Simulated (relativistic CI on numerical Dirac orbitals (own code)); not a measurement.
# One change at a time: Tm⁵⁰⁺

Base calculation: Dirac-Coulomb-Breit CI, separate exchange-only KLI orbitals for each configuration, QED by a radiative potential, unscaled Slater integrals.

CI space (outside the closed core [Ne]): 3s2 3p6 3d, 3s2 3p5 3d2, 3s 3p6 3d2, 3s2 3p6 4s, 3s2 3p6 4p, 3s2 3p6 4d, 3s2 3p5 3d 4s, 3s2 3p6 4f, 3s2 3p5 3d 4p, 3s2 3p5 3d 4d, 3s 3p6 3d 4s, 3p6 3d2 4p, 3s2 3p5 3d 4f, 3s 3p6 3d 4p, 3s 3p6 3d 4d, 3s2 3p6 5s, 3s 3p6 3d 4f, 3s2 3p6 5p, 3s2 3p6 5d, 3s2 3p6 5f, 3s2 3p6 5g, 3p6 3d3, 3p5 3d4, 3p5 3d3 4s, 3p6 3d2 4s, 3p5 3d2 4s2, 3p6 3d2 4d, 3p5 3d3 4d, 3p5 3d2 4s 4d. Double excitations out of closed p, d and f shells are left out; levels of such configurations are missing from the list, as are those of other unlisted configurations, and high levels can miss mixing partners. These lack a partner that the ground configuration has and come out too high: 3s2 3p5 3d 4p, 3s2 3p5 3d 4f.

The lowest level and the first level of each name with at least 55 % of one term (blank where a level has no safe partner in the second run):

| Level | Base (eV) | Shift (eV) |
| --- | --- | --- |
| 3s2 3p6 3d 2D_3/2 | 0.000 | 0.000 |
| 3s2 3p6 3d 2D_5/2 | 55.578 | +0.007 |
| 3s2 3p5 3d2 4D°_1/2 | 231.588 | +2.256 |
| 3s2 3p5 3d2 4G°_9/2 | 285.540 | +1.760 |
| 3s2 3p5 3d2 2H°_11/2 | 295.437 | +0.824 |
| 3s2 3p5 3d2 2G°_9/2 | 311.595 | -0.683 |
| 3s2 3p5 3d2 2F°_5/2 | 335.992 | -2.978 |
| 3s2 3p5 3d2 4G°_11/2 | 341.940 | +1.301 |
| 3s2 3p5 3d2 2P°_1/2 | 342.462 | -3.624 |
| 3s 3p6 3d2 4F_3/2 | 677.402 | +1.293 |
| 3s 3p6 3d2 4P_1/2 | 703.961 | -1.047 |
| 3s 3p6 3d2 4F_7/2 | 730.423 | +1.475 |
| 3s 3p6 3d2 4P_3/2 | 740.998 | +0.355 |
| 3s 3p6 3d2 2G_9/2 | 745.156 | +0.142 |

At this charge energies of transitions that change n are usually good to better than 1 %, and those within a shell (Δn = 0) to a few per cent.

Task: One thing was changed in a second run, which moved the levels as shown. Which?
A. configuration mixing switched off
B. valence Slater integrals scaled by 0.9
C. one mean potential for all configurations
D. QED terms removed
E. Breit term removed

Result: B. Valence Slater integrals scaled by 0.9. Scaling acts on the splittings between terms and on the mixing, and leaves the fine structure of pure LS terms nearly alone; in jj coupling it moves the levels of one term differently.

LS names give the leading component of a level, which can be under half, so a name can repeat, a term be missing and a line seem to break the LS rules.
